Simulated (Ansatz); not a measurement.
Ansatz (an electronic-structure program) input (HF/3-21G): The .json file is the Basis Set Exchange's 3-21G.

Ansatz 0.2 input:
```yaml
crystal:
  periodic: [false, false, false]
  atoms:
    - {symbol: C, position_ang: [1.14161905, -1.56030548, -0.09436800]}
    - {symbol: Si, position_ang: [0.07276894, -0.00199273, -0.16084041]}
    - {symbol: C, position_ang: [-1.44596506, -0.09659485, -1.28320187]}
    - {symbol: C, position_ang: [1.01428335, 1.63745912, -0.19159714]}
    - {symbol: N, position_ang: [-0.73232263, 0.02005421, 1.61864498]}
    - {symbol: H, position_ang: [1.65729547, -1.69581348, -1.04133524]}
    - {symbol: H, position_ang: [1.90434149, -1.50093515, 0.67643320]}
    - {symbol: H, position_ang: [0.55037807, -2.45524757, 0.07568376]}
    - {symbol: H, position_ang: [-2.09830450, 0.76322912, -1.16253354]}
    - {symbol: H, position_ang: [-2.02822708, -0.99661604, -1.10902483]}
    - {symbol: H, position_ang: [-1.13570982, -0.11590289, -2.32454736]}
    - {symbol: H, position_ang: [1.77744765, 1.68573315, 0.57954145]}
    - {symbol: H, position_ang: [0.35340681, 2.49126589, -0.07471670]}
    - {symbol: H, position_ang: [1.51985094, 1.75581285, -1.14628314]}
    - {symbol: H, position_ang: [-1.34860192, 0.82157868, 1.73435853]}
    - {symbol: H, position_ang: [-1.28325798, -0.81939533, 1.78425292]}
    - {symbol: H, position_ang: [-0.02074988, 0.07045676, 2.34442392]}
basis:
  gaussian:
    orbitals: 3-21G.json
hamiltonian:
  xc: {name: HF}
total_charge: 1
phonons: {temperatures: {t_min: 298.15, t_max: 298.15, t_step: 100}}
```

Output:

```
Functional definition: HF
integrals: 0.03 GiB planned
963 factors; integrals over basis functions are off by at most 5.2e-4 eV
mean field: 0.17 GiB planned
mean field evaluation 1: about -12550.5596 eV, gradient 4.0e1 eV
mean field evaluation 2: about -12550.5512 eV, gradient 4.0e1 eV
mean field evaluation 4: about -12554.2135 eV, gradient 2.3e0 eV
mean field evaluation 8: about -12554.2315 eV, gradient 2.6e-2 eV
mean field -12554.23148446 eV, -461.3594974900 hartree, gradient 2.6e-5 eV, S^2 0.000000; 0 other end points of the search recorded, 0 dependent functions left out
the calculation of the forces begins
reference -12554.23148446 eV, -461.3594974900 hartree; 25, 25 occupied and 48, 48 virtual orbitals, 963 factors
these checks for a lower state are left out or cut short: stability, starts, cluster_reference, orbital_swaps, neighbouring_geometries, increment
integrals: 0.03 GiB planned
963 factors; integrals over basis functions are off by at most 5.2e-4 eV
mean field: 0.17 GiB planned
mean field evaluation 16: about -12554.2313 eV, gradient 3.7e-5 eV
mean field -12554.23132318 eV, -461.3594915634 hartree, gradient 1.2e-6 eV, S^2 0.000000; 0 other end points of the search recorded, 0 dependent functions left out
the calculation of the forces begins
reference -12554.23132318 eV, -461.3594915634 hartree; 25, 25 occupied and 48, 48 virtual orbitals, 963 factors
these checks for a lower state are left out or cut short: stability, starts, cluster_reference, orbital_swaps, neighbouring_geometries, increment
integrals: 0.03 GiB planned
963 factors; integrals over basis functions are off by at most 5.2e-4 eV
mean field: 0.17 GiB planned
mean field -12554.23132474 eV, -461.3594916204 hartree, gradient 1.2e-6 eV, S^2 0.000000; 0 other end points of the search recorded, 0 dependent functions left out
the calculation of the forces begins
reference -12554.23132474 eV, -461.3594916204 hartree; 25, 25 occupied and 48, 48 virtual orbitals, 963 factors
these checks for a lower state are left out or cut short: stability, starts, cluster_reference, orbital_swaps, neighbouring_geometries, increment
integrals: 0.03 GiB planned
963 factors; integrals over basis functions are off by at most 5.2e-4 eV
mean field: 0.17 GiB planned
mean field evaluation 32: about -12554.2313 eV, gradient 1.2e-6 eV
mean field -12554.23133859 eV, -461.3594921296 hartree, gradient 1.2e-6 eV, S^2 0.000000; 0 other end points of the search recorded, 0 dependent functions left out
the calculation of the forces begins
reference -12554.23133859 eV, -461.3594921296 hartree; 25, 25 occupied and 48, 48 virtual orbitals, 963 factors
these checks for a lower state are left out or cut short: stability, starts, cluster_reference, orbital_swaps, neighbouring_geometries, increment
integrals: 0.03 GiB planned
963 factors; integrals over basis functions are off by at most 5.2e-4 eV
mean field: 0.17 GiB planned
mean field -12554.23133611 eV, -461.3594920383 hartree, gradient 1.2e-6 eV, S^2 0.000000; 0 other end points of the search recorded, 0 dependent functions left out
the calculation of the forces begins
reference -12554.23133611 eV, -461.3594920383 hartree; 25, 25 occupied and 48, 48 virtual orbitals, 963 factors
these checks for a lower state are left out or cut short: stability, starts, cluster_reference, orbital_swaps, neighbouring_geometries, increment
integrals: 0.03 GiB planned
963 factors; integrals over basis functions are off by at most 5.2e-4 eV
mean field: 0.17 GiB planned
mean field -12554.23131258 eV, -461.3594911737 hartree, gradient 1.2e-6 eV, S^2 0.000000; 0 other end points of the search recorded, 0 dependent functions left out
the calculation of the forces begins
reference -12554.23131258 eV, -461.3594911737 hartree; 25, 25 occupied and 48, 48 virtual orbitals, 963 factors
these checks for a lower state are left out or cut short: stability, starts, cluster_reference, orbital_swaps, neighbouring_geometries, increment
integrals: 0.03 GiB planned
963 factors; integrals over basis functions are off by at most 5.2e-4 eV
mean field: 0.17 GiB planned
mean field -12554.23131250 eV, -461.3594911709 hartree, gradient 1.2e-6 eV, S^2 0.000000; 0 other end points of the search recorded, 0 dependent functions left out
the calculation of the forces begins
reference -12554.23131250 eV, -461.3594911709 hartree; 25, 25 occupied and 48, 48 virtual orbitals, 963 factors
these checks for a lower state are left out or cut short: stability, starts, cluster_reference, orbital_swaps, neighbouring_geometries, increment
integrals: 0.03 GiB planned
963 factors; integrals over basis functions are off by at most 5.2e-4 eV
mean field: 0.17 GiB planned
mean field -12554.23136059 eV, -461.3594929380 hartree, gradient 1.2e-6 eV, S^2 0.000000; 0 other end points of the search recorded, 0 dependent functions left out
[...]
reference -12554.23142527 eV, -461.3594953150 hartree; 25, 25 occupied and 48, 48 virtual orbitals, 963 factors
these checks for a lower state are left out or cut short: stability, starts, cluster_reference, orbital_swaps, neighbouring_geometries, increment
integrals: 0.03 GiB planned
963 factors; integrals over basis functions are off by at most 5.2e-4 eV
mean field: 0.17 GiB planned
mean field -12554.23142506 eV, -461.3594953071 hartree, gradient 1.2e-6 eV, S^2 0.000000; 0 other end points of the search recorded, 0 dependent functions left out
the calculation of the forces begins
reference -12554.23142506 eV, -461.3594953071 hartree; 25, 25 occupied and 48, 48 virtual orbitals, 963 factors
these checks for a lower state are left out or cut short: stability, starts, cluster_reference, orbital_swaps, neighbouring_geometries, increment
integrals: 0.03 GiB planned
963 factors; integrals over basis functions are off by at most 5.2e-4 eV
mean field: 0.17 GiB planned
mean field -12554.23142017 eV, -461.3594951275 hartree, gradient 1.2e-6 eV, S^2 0.000000; 0 other end points of the search recorded, 0 dependent functions left out
the calculation of the forces begins
reference -12554.23142017 eV, -461.3594951275 hartree; 25, 25 occupied and 48, 48 virtual orbitals, 963 factors
these checks for a lower state are left out or cut short: stability, starts, cluster_reference, orbital_swaps, neighbouring_geometries, increment
integrals: 0.03 GiB planned
963 factors; integrals over basis functions are off by at most 5.2e-4 eV
mean field: 0.17 GiB planned
mean field evaluation 352: about -12554.2314 eV, gradient 3.7e-5 eV
mean field -12554.23142006 eV, -461.3594951234 hartree, gradient 1.2e-6 eV, S^2 0.000000; 0 other end points of the search recorded, 0 dependent functions left out
the calculation of the forces begins
reference -12554.23142006 eV, -461.3594951234 hartree; 25, 25 occupied and 48, 48 virtual orbitals, 963 factors
these checks for a lower state are left out or cut short: stability, starts, cluster_reference, orbital_swaps, neighbouring_geometries, increment
integrals: 0.03 GiB planned
963 factors; integrals over basis functions are off by at most 5.2e-4 eV
mean field: 0.17 GiB planned
mean field -12554.23138864 eV, -461.3594939688 hartree, gradient 1.2e-6 eV, S^2 0.000000; 0 other end points of the search recorded, 0 dependent functions left out
the calculation of the forces begins
reference -12554.23138864 eV, -461.3594939688 hartree; 25, 25 occupied and 48, 48 virtual orbitals, 963 factors
these checks for a lower state are left out or cut short: stability, starts, cluster_reference, orbital_swaps, neighbouring_geometries, increment
integrals: 0.03 GiB planned
963 factors; integrals over basis functions are off by at most 5.2e-4 eV
mean field: 0.17 GiB planned
mean field -12554.23138767 eV, -461.3594939333 hartree, gradient 1.2e-6 eV, S^2 0.000000; 0 other end points of the search recorded, 0 dependent functions left out
the calculation of the forces begins
reference -12554.23138767 eV, -461.3594939333 hartree; 25, 25 occupied and 48, 48 virtual orbitals, 963 factors
these checks for a lower state are left out or cut short: stability, starts, cluster_reference, orbital_swaps, neighbouring_geometries, increment
integrals: 0.03 GiB planned
963 factors; integrals over basis functions are off by at most 5.2e-4 eV
mean field: 0.17 GiB planned
mean field -12554.23146524 eV, -461.3594967838 hartree, gradient 1.2e-6 eV, S^2 0.000000; 0 other end points of the search recorded, 0 dependent functions left out
the calculation of the forces begins
reference -12554.23146524 eV, -461.3594967838 hartree; 25, 25 occupied and 48, 48 virtual orbitals, 963 factors
these checks for a lower state are left out or cut short: stability, starts, cluster_reference, orbital_swaps, neighbouring_geometries, increment
integrals: 0.03 GiB planned
963 factors; integrals over basis functions are off by at most 5.2e-4 eV
mean field: 0.17 GiB planned
mean field -12554.23146648 eV, -461.3594968293 hartree, gradient 1.2e-6 eV, S^2 0.000000; 0 other end points of the search recorded, 0 dependent functions left out
the calculation of the forces begins
reference -12554.23146648 eV, -461.3594968293 hartree; 25, 25 occupied and 48, 48 virtual orbitals, 963 factors
these checks for a lower state are left out or cut short: stability, starts, cluster_reference, orbital_swaps, neighbouring_geometries, increment
integrals: 0.03 GiB planned
963 factors; integrals over basis functions are off by at most 5.2e-4 eV
mean field: 0.17 GiB planned
mean field evaluation 384: about -12554.2402 eV, gradient 6.8e-5 eV
mean field -12554.23134588 eV, -461.3594923976 hartree, gradient 1.2e-6 eV, S^2 0.000000; 0 other end points of the search recorded, 0 dependent functions left out
the calculation of the forces begins
reference -12554.23134588 eV, -461.3594923976 hartree; 25, 25 occupied and 48, 48 virtual orbitals, 963 factors
these checks for a lower state are left out or cut short: stability, starts, cluster_reference, orbital_swaps, neighbouring_geometries, increment
integrals: 0.03 GiB planned
963 factors; integrals over basis functions are off by at most 5.2e-4 eV
mean field: 0.17 GiB planned
mean field -12554.23134750 eV, -461.3594924570 hartree, gradient 1.2e-6 eV, S^2 0.000000; 0 other end points of the search recorded, 0 dependent functions left out
the calculation of the forces begins
reference -12554.23134750 eV, -461.3594924570 hartree; 25, 25 occupied and 48, 48 virtual orbitals, 963 factors
these checks for a lower state are left out or cut short: stability, starts, cluster_reference, orbital_swaps, neighbouring_geometries, increment
integrals: 0.03 GiB planned
963 factors; integrals over basis functions are off by at most 5.2e-4 eV
mean field: 0.17 GiB planned
mean field -12554.23146419 eV, -461.3594967452 hartree, gradient 1.2e-6 eV, S^2 0.000000; 0 other end points of the search recorded, 0 dependent functions left out
the calculation of the forces begins
reference -12554.23146419 eV, -461.3594967452 hartree; 25, 25 occupied and 48, 48 virtual orbitals, 963 factors
these checks for a lower state are left out or cut short: stability, starts, cluster_reference, orbital_swaps, neighbouring_geometries, increment
integrals: 0.03 GiB planned
963 factors; integrals over basis functions are off by at most 5.2e-4 eV
mean field: 0.17 GiB planned
mean field -12554.23146324 eV, -461.3594967105 hartree, gradient 1.2e-6 eV, S^2 0.000000; 0 other end points of the search recorded, 0 dependent functions left out
the calculation of the forces begins
reference -12554.23146324 eV, -461.3594967105 hartree; 25, 25 occupied and 48, 48 virtual orbitals, 963 factors
Total energy: -12554.23148446 eV, -461.3594974900 hartree
Atom 0 at     1.141619    -1.560305    -0.094368 Å, force    -0.000274     0.000437    -0.000078 eV/Å
Atom 1 at     0.072769    -0.001993    -0.160840 Å, force     0.000572    -0.000016    -0.001264 eV/Å
Atom 2 at    -1.445965    -0.096595    -1.283202 Å, force     0.000454     0.000026     0.000257 eV/Å
Atom 3 at     1.014283     1.637459    -0.191597 Å, force    -0.000238    -0.000462    -0.000050 eV/Å
Atom 4 at    -0.732323     0.020054     1.618645 Å, force    -0.000768     0.000021     0.001698 eV/Å
Atom 5 at     1.657295    -1.695813    -1.041335 Å, force     0.000177    -0.000261     0.000016 eV/Å
Atom 6 at     1.904341    -1.500935     0.676433 Å, force     0.000028     0.000123     0.000063 eV/Å
Atom 7 at     0.550378    -2.455248     0.075684 Å, force    -0.000141     0.000004    -0.000012 eV/Å
Atom 8 at    -2.098304     0.763229    -1.162534 Å, force     0.000044     0.000114     0.000071 eV/Å
Atom 9 at    -2.028227    -0.996616    -1.109025 Å, force     0.000053    -0.000106     0.000077 eV/Å
Atom 10 at    -1.135710    -0.115903    -2.324547 Å, force    -0.000256    -0.000016    -0.000183 eV/Å
Atom 11 at     1.777448     1.685733     0.579541 Å, force     0.000038    -0.000116     0.000070 eV/Å
Atom 12 at     0.353407     2.491266    -0.074717 Å, force    -0.000140    -0.000016    -0.000011 eV/Å
Atom 13 at     1.519851     1.755813    -1.146283 Å, force     0.000155     0.000274    -0.000000 eV/Å
Atom 14 at    -1.348602     0.821579     1.734359 Å, force     0.000054     0.000073    -0.000239 eV/Å
Atom 15 at    -1.283258    -0.819395     1.784253 Å, force     0.000061    -0.000083    -0.000234 eV/Å
Atom 16 at    -0.020750     0.070457     2.344424 Å, force     0.000181     0.000002    -0.000181 eV/Å
Dipole moment:    -0.399971     0.010953     0.884052 e Å
Vibrations: 95.90 133.08 139.02 139.11 194.55 194.55 238.50 238.51 244.50 553.19 644.34 773.37 773.37 823.78 823.80 839.41 959.52 959.53 1008.77 1039.59 1039.60 1497.71 1497.72 1508.07 1601.20 1605.50 1605.50 1608.00 1622.10 1622.11 1623.51 1835.42 1835.42 3183.84 3183.84 3184.97 3251.50 3251.51 3253.17 3257.82 3258.94 3258.94 3536.53 3626.97 3627.00 cm⁻¹, zero-point energy 4.413421 eV
```

The blocks after the first are displaced geometries, from whose forces the wavenumbers follow.

The dipole moment of an ion depends on the origin.
